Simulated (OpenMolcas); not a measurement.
**V II: thermal populations, Racah parameters, worked from levels**

```
Program             : OpenMolcas
Basis               : ANO-RCC-VDZP [5s4p2d1f]
Scalar Hamiltonian  : DKH2, point nucleus
Active space        : 4 electrons in 5 orbitals (3d)
State averaging     : 2S+1 = 5 even, 5 roots; 2S+1 = 3 even, 45 roots; 2S+1 = 1 even, 50 roots (44 in the spin-orbit step)
Spin-orbit coupling : RASSI with atomic mean-field integrals over the reference wave functions, term energies averaged over their components
```

Methods: CASSCF; MS-CASPT2, IPEA 0.25 Eh, imaginary shift 0.1 Eh (closed shells correlated: 3s 3p). Measured levels: NIST Handbook of Basic Atomic Spectroscopic Data.

**Thermal populations.** Z = Σ (2J + 1) exp(-E/kT) with k = 0.695035 cm-1/K, over the levels below. No other level of either list lies under 2550 cm-1, which is above 7 kT at each temperature.

```csv
Level,2J + 1,MS-CASPT2,measured
3d⁴ ⁵D₀,1,0.0,0.0
3d⁴ ⁵D₁,3,39.9,36.0
3d⁴ ⁵D₂,5,118,107
3d⁴ ⁵D₃,7,233,209
3d⁴ ⁵D₄,9,380,339
```

| T (K) | Z, MS-CASPT2 | Z, measured levels | Ground level (%), MS-CASPT2 | Ground level (%), measured levels |
| --- | --- | --- | --- | --- |
| 300 | 10.061 | 10.857 | 9.9 | 9.2 |

At 300 K, kT = 209 cm-1, and the computed levels give Z = 1.000 + 2.478 + 2.839 + 2.290 + 1.455 = 10.061.

**Racah parameters.** Above ⁵D, d4 has ³G at 9B + 4C, ³H at 4B + 4C and ³D at 16B + 4C. The first two fix B and C, and the third tests them; where it misses by thousands of cm-1, two parameters do not describe the configuration (Trees and configuration-interaction terms are left out) and B and C hang on the terms chosen. Term energies are centres of gravity, weighted by 2J + 1.

```tsv
Source	³G	³H	B	C	C/B	³D from B, C	³D found
CASSCF	19501	15400	820	3030	3.70	25240	25196
MS-CASPT2	16236	13405	566	2785	4.92	20196	20206
```

Energies in cm-1. From CASSCF to MS-CASPT2, B changes by -31.0 % and C by -8.1 %.

CASPT2 does not keep the components of a term degenerate, so their means are used; among the terms shown or strongly mixed into the levels shown the widest spread is 560 cm-1 (3d⁴ ³H, MS-CASPT2). Some high roots are left out of the spin-orbit mixing, which shifts the levels that they would mix with. Without dynamic correlation excited terms often stand tens of per cent too high (terms of higher spin than the ground term too low), and those without a measured partner can miss by more than the paired ones (holds for CASSCF). Measured partners are found by configuration, term and J. A level has none where our copy of the source lacks it or the pairing is in doubt (some pairs that miss far off the trend of their configuration count as doubtful), and it then counts in no deviation. Only configurations of the active space appear.
